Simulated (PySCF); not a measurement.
## Electron correlation in Br⁺ (bromine, charge +1)

[Ar] 3d10 4s2 4p4, high-spin 3P determinant. Calculation: PySCF 2.14, in aug-cc-pVTZ-DK; scalar relativity by spin-free X2C-1e. Frozen: [Ar] 3d10; 6 electrons correlated.

| level | correlation energy (mhartree) |
| --- | --- |
| CCSD | -123.61 |
| (T) | -3.31 |
| CCSD(T) | -126.92 |

Diagnostics: T1 = 0.0071, D1 = 0.0223, largest double amplitude 0.033.

Cost of the coupled-cluster step: of the order of 2.3 core-seconds, for 6 correlated electrons.
